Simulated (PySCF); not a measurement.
# What a mistake does to a calculation on Al2BH4N

Calculated results; nothing here was measured. They come from PySCF 2.14.0, an open-source quantum chemistry program, on an isolated molecule that a program drew, which may never have been made. The molecule is Al2BH4N (charge 0, singlet), drawn as the SMILES string `B[N]=[Al][AlH2]`.

Each row is a Hartree-Fock (HF) and frozen-core CCSD(T) single point in the cc-pV(D+d)Z basis, meant for a local HF minimum. Run 1 is clean. Each other run has one planted mistake out of seven kinds, and not every kind appears here: one electron removed, one electron added, multiplicity raised by two, geometry at a saddle point, minimal basis STO-3G, one bond length entered in bohr, all coordinates scaled. The reference is restricted for singlets and unrestricted otherwise, and also for a bond in bohr. Adding or removing an electron swaps singlet and doublet. Electrons count all cores. HOMO and LUMO are orbital energies over both spins, the gradient is its largest component, and the lowest frequency (negative if imaginary) is given only where the gradient is small. Bond lengths are over the 7 bonds as drawn. T1 is the CCSD diagnostic: over 0.02 (restricted) or 0.045 (unrestricted) a single reference is doubtful.

Geometry of the clean run:
```xyz
8
Al2BH4N, angstrom
B     0.5810   -0.2442   -0.6156
N    -0.1667    0.1569    0.4856
Al   -1.0460    0.6276    1.7787
Al   -2.4454    1.3748    3.8330
H     1.1350   -1.3264   -0.6475
H     0.7104    0.4711   -1.5906
H    -3.9804    1.0316    3.8691
H    -1.7274    2.1539    4.9960
```

```
run,electrons,basis functions,<S^2>,HOMO (eV),LUMO (eV),gradient (hartree/bohr),lowest frequency (cm^-1),mean bond (Å),longest bond (Å),T1,HF (hartree),CCSD(T) (hartree),mistake
1,42,94,0.000,-8.20,-0.60,1.6e-05,85,1.5997,2.596,0.0276,-565.28135,-565.71275,no fault
2,42,94,0.000,-8.06,-0.67,4.0e-02,-,1.6844,2.733,0.0303,-565.26200,-565.70254,all coordinates scaled
3,42,32,0.000,-4.14,7.00,4.1e-02,-,1.5997,2.596,0.0308,-558.40151,-558.62682,?
4,42,94,2.030,-5.94,-0.17,9.8e-02,-,1.5997,2.596,0.0287,-565.25325,-565.64411,?
```

**Which mistake was planted in run 3, and what did it cost?**

It has 32 basis functions where the clean run has 94, with the same electrons and geometry. So the mistake is: minimal basis STO-3G. Subtracting run 1 and multiplying by 627.51 kcal/mol a hartree, the energy moved by 4317.2 kcal/mol in HF and 4446.5 kcal/mol in CCSD(T).

**Which mistake was planted in run 4, and what did it cost?**

Electrons, basis and geometry are unchanged, and <S^2> is 2.030, beside S(S+1) = 2.00 for a multiplicity of 3. So the mistake is: multiplicity raised by two. Subtracting run 1 and multiplying by 627.51 kcal/mol a hartree, the energy moved by 17.6 kcal/mol in HF and 43.1 kcal/mol in CCSD(T).

Cautions from the logs. Run 1: T1 is over the limit, so its CCSD(T) energy is less reliable; run 2: T1 is over the limit, so its CCSD(T) energy is less reliable; run 3: T1 is over the limit, so its CCSD(T) energy is less reliable.
